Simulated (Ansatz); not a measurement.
Ideal-gas functions of F$_{2}$H$_{2}$NSi, SMILES `N[Si](F)F` radical at 600 K and 1 bar, from an Ansatz frequency run at PBE0-D4/def2-TZVP.

Molar mass 82.1 g/mol, point group Cs (symmetry number 1), electronic degeneracy 2, moments of inertia 70.989, 71.705, 130.095 u Å². Harmonic wavenumbers (cm⁻¹, unscaled): 122, 267, 318, 388, 428, 785, 795, 917, 950, 1573, 3593, 3690.

Use S(trans) = R[1.5 ln M + 2.5 ln T − 1.1517]; rotational temperatures θ = 24.2544 K / I; S(rot) = R[ln(√π/σ · √(T³/θAθBθC)) + 1.5]; for each mode x = 1.438777 ν̃/T, S = R[x/(eˣ − 1) − ln(1 − e⁻ˣ)] and H = RT x/(eˣ − 1); 1 cm⁻¹ = 0.0119627 kJ/mol; R = 8.31446 J/(mol·K).

Q: By hand: the entropy, in J/(mol·K).

A: Translation 178.4. Rotation: θ = 0.3417, 0.3383, 0.1864 K, giving 113.0. Vibration, mode by mode: 18.56, 12.16, 10.77, 9.21, 8.45, 4.18, 4.10, 3.26, 3.06, 0.93, 0.01, 0.01, in all 74.7. Electronic 5.8. Sum 371.9 J/(mol·K).

Q: By hand: H − E and G − E in kJ/mol, counted from the electronic energy.

A: Zero-point energy ½ × 13826 × 0.0119627 = 82.7; thermal vibration 23.5; translation, rotation and pV give 4 RT = 20.0. H − E = 126.2 kJ/mol, and G − E = 126.2 − 600 × 371.9/1000 = -96.9 kJ/mol.

Vibration gives 20 % of the entropy, 18.6 J/(mol·K) of it from the mode under 150 cm⁻¹: soft modes count most, and the harmonic formula is weakest for them. The sum counts one conformer and one mirror image; others add a mixing term.
